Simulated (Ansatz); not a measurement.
Program: Ansatz. Geometries: PBE0-D4/def2-TZVP. ΔE: electronic, gas phase. CCSD(T)/CBS adds triple-zeta CCSD(T) − MP2 to the extrapolated MP2 energy (def2 sets, frozen cores). This one scheme is used for every species. Functionals use def2-TZVPP. Each species was taken in one conformer, which may not be the lowest.

`CC(=O)C(F)F` + `BN` → `BNC(C)=O` + `FCF`  (substitution at a C–C bond)

| species | PBE0-D4 energy (Eh) |
| --- | --- |
| `CC(=O)C(F)F` | -391.38985 |
| `BN` | -81.96636 |
| `BNC(C)=O` | -234.50914 |
| `FCF` | -238.85620 |

(1) Work out ΔE.

Largest T1 diagnostic among the species: 0.015.

Answers

(1) ΔE = (-234.50914) + (-238.85620) − (-391.38985) − (-81.96636) = -0.00913 Eh = -24.0 kJ/mol. CCSD(T)/CBS gives -19.1 kJ/mol.

In def2-TZVPP, CCSD(T) changes the Hartree–Fock value by +11.7 kJ/mol (the triples alone add +0.7 kJ/mol) and MP2 by +8.3 kJ/mol. From PBE to PBE0 (25 % exact exchange), in def2-TZVPP and without D4, ΔE moves by −3.2 kJ/mol.
